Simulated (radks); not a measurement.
Values are calculated unless marked as measured or tabulated.
Task: Numerical settings for neutral erbium, [Xe] 4f12 6s2. Level of theory: Dirac Kohn-Sham, PBE, spin-unpolarised, spherical densities, point nucleus; open shells are shared between the two j in proportion to 2j + 1 (a radial shooting solver on a logarithmic mesh with Libxc functionals). The defaults (mesh step 0.008 in ln r, mesh end at 40 bohr or more with all orbitals vanishing there, Anderson mixing 0.5 over 9 steps, residual threshold near 1e-9 with the energy settled to 1e-9 hartree or 1e-11 of itself, here a cap of 71 iterations) give E = -13099.7171 hartree and 4f7/2 at -2.662 eV in 18 iterations. Run on one thread of a shared host, so times are rough (Arm Neoverse N1): 0.28 s of CPU time, 0.28 s wall, 18 iterations on 2728 mesh points. One setting is changed at a time: mesh step in ln r 0.03; mesh step in ln r 0.2; mesh step in ln r 0.02; mesh end (bohr) 400; mesh end (bohr) 3; residual threshold 1e-13; residual threshold 0.1; mixing 1.5; linear mixing, mixing 0.05; linear mixing, mixing 0.8; mixing history 20; iteration cap 2. Which runs fail to converge, and which converge to a wrong energy?

Result: Not converged within the cap: mesh step in ln r 0.2; linear mixing, mixing 0.05; linear mixing, mixing 0.8; iteration cap 2. Settled on a wrong energy, with an occupied level pushed above zero by the early mesh end: mesh end (bohr) 3 (+3.1 hartree). Apart from these: no run marked as converged misses the energy by more than 1 mhartree.
